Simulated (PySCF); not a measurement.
A structure optimised at r2SCAN-D4/def2-SVP, used in a PySCF frequency run:

```xyz
10

C      1.5447     0.5958     0.1627
Si     0.0812    -0.4681    -0.2392
C     -1.5216     0.3460     0.3093
H      2.5746     0.2194     0.1504
H      1.4576     1.6639     0.3971
H      0.0257    -0.7289    -1.7182
H      0.2408    -1.8065     0.4174
H     -1.5275     0.5139     1.3981
H     -2.3918    -0.2807     0.0577
H     -1.6549     1.3215    -0.1857
```
Charge 0, spin multiplicity 2.

**Question.** Write its SMILES and formula.

**Answer.** [CH2][SiH2]C, C₂H₇Si

**Question.** What are its rotational constants (standard atomic weights)?

**Answer.** 17.698, 6.2021, 5.0147 GHz
